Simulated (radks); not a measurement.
Spin polarisation of the 3p1 shell in neutral aluminium. Start: [Ne] 3s2 3p(up 0.5, down 0.5); electrons of 3p are moved from spin down to spin up, other shells keep equal spins. Calculated with a radial shooting solver on a logarithmic mesh with Libxc functionals: non-relativistic Kohn-Sham, BLYP, spin-polarised, spherical densities, point nucleus.

moment (Bohr magnetons)  E - E(0) (eV)  e(3p up) (eV)  e(3p down) (eV)  3s down minus up (eV)  2p down minus up (eV)
0                                0.000         -2.571           -2.571                  0.000                 0.000
0.25                            -0.009         -2.635           -2.497                  0.156                  0.018
0.5                             -0.035         -2.691           -2.416                  0.310                  0.036
0.75                            -0.077         -2.737           -2.326                  0.462                  0.054
1                               -0.137         -2.775           -2.227                  0.611                  0.071

At moment 1 the spin-polarisation energy is -0.137 eV and the 3p exchange splitting 0.548 eV, that is 0.548 eV per Bohr magneton; E = -I m^2/4 would give I = 0.549 eV.
